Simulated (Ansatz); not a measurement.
Start from `N[SiH]1C[SiH2]1` and change one atom or group to get `F[SiH2][SiH]1C[SiH2]1`.

Ansatz, PBE0-D4/def2-TZVP geometries, multiplicity 1. Each molecule was computed in one conformer, which needn't be the lowest.

| property | `N[SiH]1C[SiH2]1` |
| --- | --- |
| HOMO–LUMO gap (PBE/def2-TZVPP) / eV | 4.64 |
| HOMO–LUMO gap (ωB97M-V/def2-TZVPP) / eV | 10.19 |
| HOMO energy (PBE/def2-TZVPP) / eV | -5.45 |
| size of the dipole moment (B3LYP/def2-TZVPP) / D | 1.50 |
| HOMO energy (PBE0/def2-TZVPP) / eV | -6.45 |
| LUMO energy (PBE0/def2-TZVPP) / eV | 0.05 |

Problem. Give the same properties after the change, and the shifts. (Estimate.)

Solution. Ansatz gave: 
```json
{"property": "HOMO–LUMO gap (PBE/def2-TZVPP) / eV", "`F[SiH2][SiH]1C[SiH2]1`": "4.07", "shift": "-0.57"}
{"property": "HOMO–LUMO gap (ωB97M-V/def2-TZVPP) / eV", "`F[SiH2][SiH]1C[SiH2]1`": "9.53", "shift": "-0.66"}
{"property": "HOMO energy (PBE/def2-TZVPP) / eV", "`F[SiH2][SiH]1C[SiH2]1`": "-5.87", "shift": "-0.42"}
{"property": "size of the dipole moment (B3LYP/def2-TZVPP) / D", "`F[SiH2][SiH]1C[SiH2]1`": "1.34", "shift": "-0.16"}
{"property": "HOMO energy (PBE0/def2-TZVPP) / eV", "`F[SiH2][SiH]1C[SiH2]1`": "-6.84", "shift": "-0.39"}
{"property": "LUMO energy (PBE0/def2-TZVPP) / eV", "`F[SiH2][SiH]1C[SiH2]1`": "-0.99", "shift": "-1.04"}
```

With PBE0 the HOMO falls by 0.39 eV and the LUMO falls by 1.04 eV, so the gap narrows by about 0.65 eV. PBE moves the HOMO by -0.42 eV and ωB97M-V by -0.33 eV. Dipoles are sizes alone; their direction can turn.

B3LYP here is the variant with VWN-RPA as its local correlation; programs differ in this.
